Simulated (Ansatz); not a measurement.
Process, species as SMILES: [F][Ge] (F-Ge) → F atom + Ge atom
B3LYP-D3(BJ)/def2-TZVP geometries, fixed; electronic energies without zero-point terms.

Energies in hartree at PBE0 with Ansatz (a quantum-chemistry and plane-wave program); the atomisation energy is their sum with the coefficients shown, times 627.509 kcal/mol a hartree. All functions are spherical. The program fits the integrals of some runs and decomposes those of others, by size. Open shells are unrestricted. No added dispersion term, no relativity.

```tsv
species	coefficient	part	aug-cc-pVDZ	aug-cc-pVTZ	aug-cc-pVQZ
[F][Ge] (F-Ge)	-1	PBE0	-2176.46375	-2176.55894	-2176.57027
F atom	+1	PBE0	-99.64640	-99.67185	-99.67935
Ge atom	+1	PBE0	-2076.62848	-2076.69497	-2076.69754
```

**Question.** Predict the atomisation energy in aug-cc-pV5Z (X = 5): let each PBE0 step shrink by the ratio of the last two. Compare with the run.

**Answer.** 
- [F][Ge] (F-Ge): steps -0.09519 and -0.01133, ratio 0.119, so PBE0 -2176.57162 (run: -2176.57538).
- F atom: steps -0.02545 and -0.00750, ratio 0.295, so PBE0 -99.68156 (run: -99.68157).
- Ge atom: steps -0.06649 and -0.00257, ratio 0.039, so PBE0 -2076.69764 (run: -2076.70062).
Predicted 120.75 kcal/mol; the run in aug-cc-pV5Z gives 121.23, a miss of -0.48. Keeping the value in aug-cc-pVQZ, 121.35, would miss by 0.12. All sums are of the energies as printed.
